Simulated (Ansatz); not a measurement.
Consider the ligand exchange at a Mg–O bond: `C[O][Mg][Cl]` + HBr → `[Cl][Mg][Br]` + CH₃OH.

Gas-phase electronic energies from Ansatz, PBE0-D4/def2-TZVP geometries. CCSD(T)/CBS is the MP2 limit (def2-TZVPP, def2-QZVPP) plus CCSD(T) − MP2 in def2-TZVPP, frozen cores. This one scheme is used for every species. For Br, Mg outer-core shells are correlated without core-valence functions, which leaves a few kJ/mol of doubt a bond. Scalar relativity is left out up to krypton. Each species was taken in one conformer, which may not be the lowest.

`C[O][Mg][Cl]`:

Cartesian coordinates in Å:
```
C 0.270 0.425 1.119
O -0.036 -0.051 -0.137
Mg -0.419 -0.658 -1.732
Cl -0.894 -1.413 -3.716
H 0.150 1.516 1.179
H -0.379 -0.016 1.889
H 1.308 0.196 1.397
```

HBr:

Cartesian coordinates in Å:
```
Br -0.068 0.692 -0.144
H 0.068 -0.692 0.144
```

`[Cl][Mg][Br]`:

Z-matrix (Å, degrees):
```
Mg
Cl 1 2.170
Br 1 2.318 2 179.8
```

CH₃OH:

```xyz
6

C     0.031    0.246    0.256
O     0.105   -1.034   -0.330
H     0.372    0.145    1.287
H    -0.993    0.639    0.273
H     0.678    0.974   -0.247
H    -0.193   -0.970   -1.239
```

```tsv
level	ΔE (kJ/mol)
CCSD/def2-SVP	-73.4
HF/def2-QZVPP	-104.7
```

Question: What does CCSD(T)/CBS give? (Best estimate.)

Answer: Computed: -86.7 kJ/mol. The listed levels differ from it by 13.3, -18.0 kJ/mol.

Largest T1 diagnostic among the species: 0.010.

Leaving LDA and LC-ωPBE aside and taking each functional with its dispersion term where it has one, the values, not all of them listed here, spread over 17.6 kJ/mol, from HSE06-D4 to BLYP-D4. LDA lies +6.7 kJ/mol from PBE without D4. From BLYP to BHLYP (50 % exact exchange), in def2-TZVPP and without D4, ΔE moves by −13.4 kJ/mol. At CCSD(T), def2-SVP lies +14.5 kJ/mol from the extrapolated value and def2-TZVPP +0.3 kJ/mol.
